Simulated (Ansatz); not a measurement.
`N#CC[BH][GaH2]`, relaxed with RKS PBE0-D4/def2-TZVP in the Gaussian-basis code of Ansatz from a GFN2-xTB geometry. The force threshold is 0.005 eV/Å; the program also tests the step.

The species carries charge 0 and has multiplicity 1.

Start:

```xyz
10

N    -0.881    1.653   -0.162
C     0.057    1.102   -0.565
C     1.074    0.149   -0.842
B     0.545   -1.042    0.111
Ga   -1.229   -0.227    0.995
H     2.067    0.515   -0.572
H     1.097   -0.126   -1.900
H     1.191   -2.021    0.111
H    -1.262    0.467    2.386
H    -2.659   -0.471    0.436
```

How much energy does the relaxation release, and in how many steps? (An estimate is asked.)

Ansatz gave: 0.32 eV, in 14 steps, 1 of them rejected.

Which bonds change most? (An estimate is asked.)

Computed: B4–Ga5 from 2.144 to 2.082 Å; C3–B4 from 1.615 to 1.578 Å; C2–C3 from 1.421 to 1.449 Å; B4–H8 from 1.172 to 1.200 Å.

Give the relaxed structure. (An estimate is asked.)

Computed: 
```xyz
10

N    -0.401    2.407   -0.862
C     0.248    1.457   -0.875
C     1.000    0.219   -0.826
B     0.397   -0.876    0.137
Ga   -1.342   -0.572    1.240
H     2.037    0.422   -0.523
H     1.084   -0.209   -1.834
H     1.026   -1.898    0.177
H    -1.296    0.013    2.699
H    -2.753   -0.962    0.668
```
